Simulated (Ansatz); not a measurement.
BrGaH₄O₂Si (`[OH][Ga]([Br])[O][SiH3]`). Charge 0, multiplicity 1. Geometry: relaxed with PBE0-D4/def2-TZVP. It is one conformer, not always the lowest.

```xyz
9

O    -0.529    2.765    0.928
Ga    0.369    1.287    0.567
Br    2.577    1.166    1.011
O    -0.498   -0.077   -0.144
Si   -0.181   -1.605   -0.645
H    -1.458    2.694    0.695
H    -1.068   -1.913   -1.795
H     1.239   -1.747   -1.069
H    -0.451   -2.570    0.453
```

(1) What is the dipole moment at PBE/def2-TZVPP? (Estimate.)

(2) And with r2SCAN, B3LYP, ωB97M-V? (Estimate.)

(3) Give the Mulliken charges with PBE, ωB97M-V, B3LYP in def2-TZVPP. (An estimate is asked.)

Answers

(1) Ansatz gave: 1.20 D, with components (-1.14, -0.19, -0.34) D in this frame, pointing from negative to positive charge.

(2) The calculation gave: r2SCAN 1.27 D, B3LYP 1.22 D, ωB97M-V 1.24 D.

(3) Ansatz gave: 
```tsv
atom	PBE	ωB97M-V	B3LYP
O1	-0.33	-0.38	-0.38
Ga2	0.54	0.64	0.64
Br3	-0.21	-0.21	-0.22
O4	-0.33	-0.43	-0.41
Si5	0.33	0.31	0.41
H6	0.19	0.18	0.19
H7	-0.06	-0.04	-0.08
H8	-0.06	-0.04	-0.07
H9	-0.07	-0.04	-0.08
```

B3LYP here is the variant with VWN-RPA as its local correlation; programs differ in this.
